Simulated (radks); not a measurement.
Results of a calculation; reference values are marked as such.
Q: Ionisation of neutral mercury, [Hg], to [Xe] 4f14 5d10 6s1 as the strength of local exchange is varied. Code: a radial shooting solver on a logarithmic mesh with Libxc functionals. Model: Dirac Kohn-Sham, Slater X-alpha exchange (alpha = 2/3 is LDA exchange), no correlation, spin-unpolarised, spherical densities, finite nucleus; Fermi nuclear charge, rms radius 5.4648 fm.

| alpha | E(Hg) (hartree) | exchange (hartree) | IE (eV) | -e of the level emptied (eV) | <r> of it (bohr) |
|---|---|---|---|---|---|
| 0.666 | -19637.8486 | -353.9382 | 9.895 | 6.031 (6s1/2) | 2.727 |
| 0.667 | -19638.3801 | -354.4798 | 9.903 | 6.038 (6s1/2) | 2.726 |
| 0.741 | -19677.7495 | -394.6456 | 10.534 | 6.614 (6s1/2) | 2.676 |
| 0.742 | -19678.2821 | -395.1895 | 10.543 | 6.621 (6s1/2) | 2.676 |
| 0.887 | -19755.6697 | -474.3801 | 11.828 | 7.807 (6s1/2) | 2.585 |
| ? | -19827.4717 | -548.1309 | 13.072 | 8.967 (6s1/2) | 2.508 |

Which alpha was used in the last row?

A: alpha = 1.021. NIST Atomic Spectra Database: 10.438 eV (measured). The Delta-SCF value meets it near alpha = 0.73. Spin polarisation and multiplet splitting are left out, so open shells lie too high by an amount that depends on their filling.

Beside tabulated values, note that spin-unpolarised runs miss the spin-polarisation part of the exchange energy of open shells.
